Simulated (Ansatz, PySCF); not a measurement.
B(OH)2(OSiH3) (BH5O3Si), SMILES OB(O)O[SiH3]. Atoms are numbered in the order given.

```xyz
10

B      0.2891     0.8512     0.4006
O      0.9159     2.0604     0.3335
H      0.9734     2.5351     1.1650
O     -0.2391     0.3030     1.5422
H     -0.1500     0.8253     2.3420
O      0.1804     0.1371    -0.7515
Si    -0.5194    -1.3573    -1.0077
H     -1.9727    -1.3302    -0.6685
H      0.1618    -2.4105    -0.1987
H     -0.3553    -1.6624    -2.4558
```

Geometry: PBE0-D3(BJ)/def2-SVP. The values are those of a single conformer.

Two levels are set side by side: PBE-D3(BJ)/def2-SVP (Ansatz, an electronic-structure program) and PBE0-D3(BJ)/def2-SVP (Ansatz). Each level has its own optimised geometry; the coordinates shown are those of the second. Frequencies come from the Hessian of PySCF at each geometry. Differences are taken from unrounded values.

```csv
quantity,PBE0-D3(BJ),PBE-D3(BJ),PBE-D3(BJ) minus PBE0-D3(BJ)
mean bond length (Å),1.351,1.363,0.012
bond B1–O2 (Å),1.364,1.376,0.012
bond B1–O4 (Å),1.372,1.384,0.012
bond B1–O6 (Å),1.360,1.372,0.012
bond O6–Si7 (Å),1.670,1.686,0.016
bond O2–H3 (Å),0.959,0.971,0.011
bond O4–H5 (Å),0.959,0.971,0.011
bond Si7–H8 (Å),1.493,1.504,0.011
bond Si7–H9 (Å),1.493,1.504,0.011
bond Si7–H10 (Å),1.489,1.500,0.011
highest harmonic wavenumber (cm⁻¹),3960,3789,-171
mean harmonic wavenumber (cm⁻¹),1181,1138,-43
zero-point energy (kcal/mol),40.53,39.04,-1.49
```

Exact exchange shortens and stiffens bonds; PBE has none. Differences between two approximate levels are no errors against the true value.
